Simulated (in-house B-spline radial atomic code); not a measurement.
Configurations of the lanthanum ion La³⁺, with energies counted from [Kr] 4d10 5s2 5p6. Method: Dirac-Hartree-Fock, average of configuration, Fermi nucleus of rms radius 4.855 fm. Calculated with a B-spline radial code for spherical atoms. Energies include first-order Breit, QED and recoil terms.

Occupations are held fixed; configurations that lie above the ionisation limit could autoionise.

```
                                        configuration  E - E(ref) (eV)  highest orbital  its <r> (bohr)
             [Kr] 4d10 5s2 (5p1/2)2 (5p3/2)3 (5d3/2)1           20.584            5d3/2           2.356
                           [Kr] 4d10 5s1 5p6 (6d5/2)1           56.855            6d5/2           5.243
              [Kr] (4d3/2)3 (4d5/2)6 5s2 5p6 (6f7/2)1           131.44            6f7/2            8.04
[Ar] 3d10 4s2 (4p1/2)2 (4p3/2)3 4d10 5s2 5p6 (9f5/2)1           238.53            9f5/2           22.76
 [Ar] (3d3/2)4 (3d5/2)5 4s2 4p6 4d10 5s2 5p6 (6p1/2)1           850.72            6p1/2           3.854
 [Ar] (3d3/2)4 (3d5/2)5 4s2 4p6 4d10 5s2 5p6 (5f5/2)1           858.14            5f5/2           4.559
 [Ar] (3d3/2)3 (3d5/2)6 4s2 4p6 4d10 5s2 5p6 (9g9/2)1           885.66            9g9/2            27.7
```

Problem. Order these further configurations by energy, lowest first.
A. [Ar] 3d10 4s2 (4p1/2)2 (4p3/2)3 4d10 5s2 5p6 6s1
B. [Ar] (3d3/2)4 (3d5/2)5 4s2 4p6 4d10 5s2 5p6 9s1
C. [Ar] 3d10 4s2 (4p1/2)2 (4p3/2)3 4d10 5s2 5p6 (9g9/2)1
D. [Kr] 4d10 5s1 5p6 (7f5/2)1
E. [Ar] (3d3/2)4 (3d5/2)5 4s2 4p6 4d10 5s2 5p6 (6g7/2)1

Solution. D (65.056 eV), A (216.96 eV), C (239.19 eV), E (865.49 eV), B (865.55 eV).

Problem. How far above the reference does [Ar] (3d3/2)4 (3d5/2)5 4s2 4p6 4d10 5s2 5p6 (7p3/2)1 lie?

Solution. 859.87 eV; its least bound orbital is 7p3/2 with <r> = 6.876 bohr.

Problem. How far above the reference does [Kr] 4d10 5s2 (5p1/2)1 (5p3/2)4 (7g9/2)1 lie?

Solution. 47.259 eV; its least bound orbital is 7g9/2 with <r> = 15.74 bohr.
